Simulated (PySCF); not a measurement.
Gas-phase reaction: 5 SnH4 + C6H6 = 5 SnH2 + 2 C3H8. Level: ωB97X-V/def2-TZVP†; standard pressure 1 bar.

Energies from PySCF, thermal terms from the rigid-rotor harmonic-oscillator model, ideal gas at 1 bar. † marks an energy on the PBE0/def2-TZVP geometry and frequencies. All species are closed-shell singlets. Sn: scalar-relativistic def2 core potential, no spin-orbit coupling. SnH2: computed as isolated molecules; such fragments, hydroxides, amides, oligomers or adducts are transient or little studied in the gas. The harmonic model lacks anharmonicity and excited electronic states, which grow with temperature; levels with a mode under 35 cm⁻¹ are left out. Internal rotation in C3H8 is treated as a harmonic vibration of one conformer, which makes the entropy rough.

```csv
T (K),1000/T (1/K),log10 K
1200,0.8333,5.92
1400,0.7143,6.67
1600,0.6250,7.20
1800,0.5556,?
2000,0.5000,7.86
2500,0.4000,8.32
```

Problem. Fit log10 K = a + b·(1000/T) to the five rows, get the mean ΔH° and ΔS°, and predict log10 K at 1800 K.

Solution. Means: 1000/T = 0.6145, log10 K = 7.194. Sums of products about the means: Sxy = -0.64877, Sxx = 0.117064, so b = Sxy/Sxx = -5.54 and a = 7.194 − (-5.54)×0.6145 = 10.60.
ΔH° = −R ln 10 × 1000 K × b = −19.145 × (-5.54) = 106 kJ; ΔS° = R ln 10 × a = 203 J/K. The run's own values go from 125 kJ and 217 J/K at 1200 K to 80 kJ and 191 J/K at 2500 K.
Prediction at 1800 K: 10.60 + (-5.54)×0.5556 = 7.52. The computed value is 7.58, 0.06 from the line.
For scale, ΔH°(298 K) is 164 kJ at this level, 143 kJ at ωB97M-V/def2-TZVP†, and runs from -423 to 238 kJ over the 16 levels computed.
